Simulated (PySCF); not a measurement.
Species: C6H12Si.
InChI=1S/C6H12Si/c1-5(2)6-3-7-4-6/h6H,1,3-4,7H2,2H3

Level: PBE0/def2-SVPD in PySCF, non-relativistic, on one gas-phase PBE0-D3(BJ)/def2-SVP geometry that isn't relaxed in the solvent. The solvent is an IEF-PCM continuum (van der Waals radii × 1.2), and excitations are vertical TDDFT with non-equilibrium linear response and a frozen core. Specific hydrogen bonds and non-electrostatic terms are outside this model.

Gas-phase singlets (H = HOMO, L = LUMO):

```csv
state,E (eV),λ (nm),f,leading configuration
S1,6.469,192,0.061,H→L 76%
S2,6.603,188,0.017,H→L+1 54%
S3,6.930,179,0.058,H-1→L 40%
S4,7.133,174,0.164,H-1→L 46%
S5,7.212,172,0.027,H→L+3 76%
```

Problem. Give the list for acetone (ε = 20.49), n² = 1.85.

Solution. 
```tsv
state	E (eV)	λ (nm)	f	leading configuration	change by rank (eV)
S1	6.492	191	0.125	H→L 78%	+0.023
S2	6.680	186	0.044	H→L+1 48%	+0.077
S3	6.903	180	0.067	H→L+2 32%	-0.027
S4	7.070	175	0.270	H-1→L 56%	-0.063
S5	7.270	171	0.007	H→L+3 75%	+0.058
```

Problem. How do the frontier levels move from gas to acetone?

Solution. 
| orbital | gas (eV) | solvent (eV) | change (eV) |
| --- | --- | --- | --- |
| LUMO+2 | 0.73 | 0.83 | +0.10 |
| LUMO+1 | 0.54 | 0.62 | +0.08 |
| LUMO | 0.22 | 0.28 | +0.06 |
| HOMO | -7.04 | -7.03 | +0.01 |
| HOMO-1 | -8.08 | -7.98 | +0.10 |
| HOMO-2 | -8.26 | -8.13 | +0.13 |
| HOMO-3 | -9.06 | -8.95 | +0.11 |

The HOMO–LUMO gap goes from 7.25 to 7.30 eV.

Hardware: an Arm Neoverse V2 with one thread, shared host with 96 logical CPUs at a one-minute load of 70. Cost: 48 s wall, 1.1 GiB resident at most. This is the whole response run at PBE0/def2-SVPD in acetone, SCF included.

Shape of the structure used: `[CH2:1]=[C:2]([CH3:3])[CH:4]1[CH2:5][SiH2:6][CH2:7]1`: C1–C2–C4–C5 3°.
